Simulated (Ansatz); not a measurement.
Ansatz results at the PBE0-D4/def2-TZVP geometry: HOMO energy (PBE/def2-TZVPP) -5.21 eV; HOMO–LUMO gap (PBE/def2-TZVPP) 2.21 eV; HOMO–LUMO gap (B3LYP/def2-TZVPP) 3.90 eV.

Which molecule gave them?
A. `C=C1OC=C1C`
B. `NC[SeH]`
C. `O=C[SiH2]F`
D. `CC(C)=C=C=O`

D. The others give `O=C[SiH2]F`: -5.91, 2.78, 4.96; `NC[SeH]`: -5.41, 4.63, 6.16; `C=C1OC=C1C`: -5.29, 3.60, 5.34.

B3LYP here is the variant with VWN-RPA as its local correlation; programs differ in this.
